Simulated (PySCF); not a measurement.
# One molecule, several mistakes: AlBCH6Si

Calculated results; nothing here was measured. They come from PySCF 2.14.0, an open-source quantum chemistry program, on an isolated molecule that a program drew, which may never have been made. The molecule is AlBCH6Si (charge 0, singlet), drawn as the SMILES string `B[CH]([Al])[SiH3]`.

Each row is a Hartree-Fock (HF) and frozen-core CCSD(T) single point in the cc-pV(D+d)Z basis, meant for a local HF minimum. Run 1 is clean. Each other run has one planted mistake out of seven kinds, and not every kind appears here: one electron removed, one electron added, multiplicity raised by two, geometry at a saddle point, minimal basis STO-3G, one bond length entered in bohr, all coordinates scaled. The reference is restricted for singlets and unrestricted otherwise, and also for a bond in bohr. Adding or removing an electron swaps singlet and doublet. Electrons count all cores. HOMO and LUMO are orbital energies over both spins, the gradient is its largest component, and the lowest frequency (negative if imaginary) is given only where the gradient is small. Bond lengths are over the 9 bonds as drawn. T1 is the CCSD diagnostic: over 0.02 (restricted) or 0.045 (unrestricted) a single reference is doubtful.

Geometry of the clean run:
```xyz
10
AlBCH6Si, angstrom
B     1.4189    1.0752    0.6577
C     1.5229    1.0057   -0.8737
Al    3.4417    0.6973   -1.5178
Si    0.3992   -0.2485   -1.7092
H     1.5179    2.1189    1.2517
H     1.2863    0.0718    1.3143
H     1.4115    1.9980   -1.3480
H     0.5290   -1.5692   -1.0485
H    -1.0249    0.1621   -1.6839
H     0.7732   -0.4245   -3.1410
```

```
run,electrons,basis functions,<S^2>,HOMO (eV),LUMO (eV),gradient (hartree/bohr),lowest frequency (cm^-1),mean bond (Å),longest bond (Å),T1,HF (hartree),CCSD(T) (hartree),mistake
1,44,104,0.000,-8.09,0.82,1.2e-05,78,1.4928,2.047,0.0148,-596.87561,-597.33054,no fault
2,45,104,0.831,-0.23,5.84,3.5e-02,-,1.4928,2.047,0.0378,-596.86408,-597.33484,one electron added
3,44,104,0.000,-8.06,0.90,3.0e-02,-,1.4316,1.963,0.0144,-596.86094,-597.31319,all coordinates scaled
4,44,104,2.007,-6.43,-0.25,1.6e-02,-,1.4928,2.047,0.0350,-596.81975,-597.24811,multiplicity raised by two
5,44,104,0.915,-8.02,0.55,1.1e-02,-,1.6394,2.801,0.0530,-596.76550,-597.21049,one bond length entered in bohr
6,44,34,0.000,-4.64,8.02,3.1e-02,-,1.4928,2.047,0.0150,-589.84900,-590.06661,?
```

**Which mistake was planted in run 6, and what did it cost?**

It has 34 basis functions where the clean run has 104, with the same electrons and geometry. So the mistake is: minimal basis STO-3G. Subtracting run 1 and multiplying by 627.51 kcal/mol a hartree, the energy moved by 4409.3 kcal/mol in HF and 4558.2 kcal/mol in CCSD(T).

Cautions from the logs. Run 5: T1 is over the limit, so its CCSD(T) energy is less reliable.
